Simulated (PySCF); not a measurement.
## Working out the ionisation energy of Sc

Sc [Ar] 3d1 4s2 (2D) → Sc+ [Ar] 3d1 4s1 (3D). All numbers are calculated (PySCF 2.14, the non-relativistic Hamiltonian (point nucleus), in cc-pVTZ). Frozen: [Ar]. Energies in hartree (1 hartree = 27.21139 eV):

```tsv
part	Sc (lower)	Sc+ (upper)
UHF	-759.739638	-759.542593
MP2 opposite-spin	-0.026023	0.000000
MP2 same-spin	-0.003067	-0.003280
```

What does Hartree-Fock give?

(-759.542593) − (-759.739638) = 0.197045 hartree = 5.362 eV.

What do MP2 and SCS-MP2 (6/5 opposite-spin, 1/3 same-spin) give?

The opposite-spin parts differ by 0.708 eV and the same-spin parts by -0.006 eV. MP2: 5.362 + (0.708) + (-0.006) = 6.064 eV. SCS-MP2: 5.362 + 1.2 × (0.708) + (-0.006)/3 = 6.210 eV.

Measured between the centres of the two terms (NIST): 6.562 eV, so MP2 (valence) is off by -0.498 eV.

The calculation is non-relativistic.

What remains against the reference includes basis incompleteness, the frozen core and correlation beyond second order.
